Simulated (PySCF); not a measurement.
Task: Give a PBE0-D3(BJ)/def2-SVP geometry of InChI=1S/C7H8FNSi/c8-4-3-7-10-9-5-1-2-6-9/h1-2,5-6H,4,10H2.

Result: 
```xyz
18
C7H8FNSi angstrom
F      4.373    1.832   -0.734
C      3.887    0.927    0.167
C      2.694    0.253   -0.328
C      1.695   -0.311   -0.736
Si     0.198   -1.152   -1.360
N     -1.222   -0.424   -0.603
C     -1.362   -0.116    0.735
C     -2.651    0.305    0.960
C     -3.334    0.252   -0.289
C     -2.435   -0.198   -1.224
H      4.671    0.180    0.383
H      3.647    1.451    1.109
H      0.046   -0.951   -2.825
H      0.294   -2.601   -1.034
H     -0.521   -0.209    1.419
H     -3.059    0.627    1.917
H     -4.370    0.526   -0.481
H     -2.556   -0.371   -2.292
```

Any rigid rotation of these coordinates is as good. Atoms count from 1 in this order. The 5-membered ring N6–C7–C8–C9–C10 has internal angles of 107.1° to 108.8°; it is planar, 0.00 Å rms from its mean plane, widest ring torsion 0°. N6 (pyrrole-type nitrogen) is planar (angles 126.1°, 125.5° and 108.1°, sum 359.7°, 0.05 Å off the plane of its three neighbours). Si5 (SiH2 silicon) is tetrahedral (angles from 106.5° to 111.0°). The C–C distances run from 1.218 Å (C3≡C4, drawn triple) to 1.457 Å (C2–C3, drawn single), a spread of 0.239 Å.

Bonds between heavy atoms (Å): F1–C2 1.367, C2–C3 1.457, C3≡C4 1.218, C4–Si5 1.826, Si5–N6 1.766, N6–C7 1.380, C7–C8 1.374, C8–C9 1.425, C9–C10 1.374, N6–C10 1.382.

Method used: PBE0-D3(BJ)/def2-SVP geometry optimisation, gas phase in PySCF.

Point group: C1 (no symmetry element, even within 0.4 Å). No PBE0-D3(BJ)/def2-SVP frequencies stand behind this structure, so it isn't proved a minimum. The numbers are those of one conformer (C4–Si5–N6–C7 -45°).

Time: 6.1 min; peak memory 0.79 GiB. Hardware: one thread, Intel Xeon at 2.50 GHz (x86_64), shared host with 64 logical CPUs at a one-minute load of 63. This is the geometry optimisation.
